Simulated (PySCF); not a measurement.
PySCF input file for Cl4Cr, SMILES [Cl][Cr-]([Cl])([Cl])[Cl] (connectivity only; charge and spin as stated), charge -1, multiplicity 4, C-PCM-M06-2X/def2-SVPD. Geometry optimised at B3LYP-D3(BJ)/def2-SVPD. The geometry has at least one imaginary mode, so it is a saddle point at that level. The spin state was assumed, not searched.

```python
import numpy as np
from pyscf import gto, scf, dft
from pyscf.solvent import pcm

mol = gto.M(
    atom='''
    Cr    0.00000000    0.00000000    0.00000000
    Cl    1.19519750    1.19519750    1.48484429
    Cl    1.19519750   -1.19519750   -1.48484429
    Cl   -1.19519750    1.19519750   -1.48484429
    Cl   -1.19519750   -1.19519750    1.48484429
    ''',
    basis='def2-SVPD',
    charge=-1,
    spin=3,
    max_memory=1600,
    verbose=3,
)
mf = dft.UKS(mol, xc='m06-2x').density_fit(auxbasis='def2-universal-jkfit')
mf.grids.level = 4
mf.conv_tol = 1e-9
mf.max_cycle = 100
mf.kernel()
fine, coarse = mf.grids, dft.Grids(mol).set(level=1).build(with_non0tab=True)
for _ in range(3):  # follow internal instabilities
    mf.grids = coarse
    mo, _, stable, _ = mf.stability(return_status=True, nroots=4)
    mf.grids = fine
    if stable:
        break
    mf.kernel(mf.make_rdm1(mo, mf.mo_occ))
res = {}
for name, eps in {'water': 78.355, 'toluene': 2.3741, '1-octanol': 9.8629}.items():
    s = mf.PCM()
    s.with_solvent.method, s.with_solvent.eps, s.with_solvent.lebedev_order = 'C-PCM', eps, 17
    s.kernel(mf.make_rdm1())
    res[name] = (s.e_tot, eps, s.dip_moment(), s.mo_energy, s.converged)
    print(f'{name}: electrostatic solvation free energy {(s.e_tot - mf.e_tot) * 627.509474:.3f} kcal/mol')
```

Output:

```

WARN: HOMO -0.272258992784765 >= LUMO -0.292052950489643

converged SCF energy = -2884.80216484589  <S^2> = 3.8302006  2S+1 = 4.0399013
<class 'pyscf.df.df_jk.DFUKS'> wavefunction is stable in the internal stability analysis

WARN: PCM is an experimental feature. It is still in testing.
Features and APIs may be changed in the future.

converged SCF energy = -2884.8739241618  <S^2> = 3.8305652  2S+1 = 4.0400818

WARN: System has nonzero charge -1; the dipole moment is origin-dependent.
Location of origin: [0. 0. 0.]

Dipole moment(X, Y, Z, Debye): -0.00000,  0.00000,  0.00000
water: electrostatic solvation free energy -45.030 kcal/mol

WARN: PCM is an experimental feature. It is still in testing.
Features and APIs may be changed in the future.

converged SCF energy = -2884.84414231838  <S^2> = 3.8303629  2S+1 = 4.0399816

WARN: System has nonzero charge -1; the dipole moment is origin-dependent.
Location of origin: [0. 0. 0.]

Dipole moment(X, Y, Z, Debye): -0.00000,  0.00000,  0.00000
toluene: electrostatic solvation free energy -26.341 kcal/mol

WARN: PCM is an experimental feature. It is still in testing.
Features and APIs may be changed in the future.

converged SCF energy = -2884.86744983171  <S^2> = 3.8305175  2S+1 = 4.0400582

WARN: System has nonzero charge -1; the dipole moment is origin-dependent.
Location of origin: [0. 0. 0.]

Dipole moment(X, Y, Z, Debye):  0.00000, -0.00000, -0.00000
1-octanol: electrostatic solvation free energy -40.967 kcal/mol
```

The run converged.
